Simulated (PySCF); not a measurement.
Ca⁺ (calcium, charge +1) across methods

[Ar] 4s1, 2S determinant. Computed with PySCF 2.14 in x2c-QZVPPall (11s7p4d3f, 73 functions), with the spin-free X2C one-electron Hamiltonian (Gaussian nucleus).

```tsv
method	E (hartree)	mean ε 3p α (eV)	mean ε 3p β (eV)	mean ε 4s α (eV)	Σ⟨r²⟩ (bohr²)	⟨S²⟩
PBE	-680.021	-34.947	-34.795	-9.332	30.06	0.750
M06-2X	-680.257	-39.292	-39.274	-10.857	29.89	0.750
BP86	-680.314	-35.013	-34.883	-9.496	29.83	0.750
CAM-B3LYP	-680.274	-38.702	-38.593	-10.966	29.96	0.750
LDA	-678.372	-34.974	-34.844	-9.495	29.78	0.750
PBE0	-680.063	-37.272	-37.128	-9.946	30.17	0.750
UHF	-679.44762	-43.072	-42.952	-11.380	31.06	0.750
r2SCAN	-680.199	-35.703	-35.600	-9.435	30.19	0.750
BHandHLYP	-680.253	-39.371	-39.263	-10.491	30.12	0.750
```
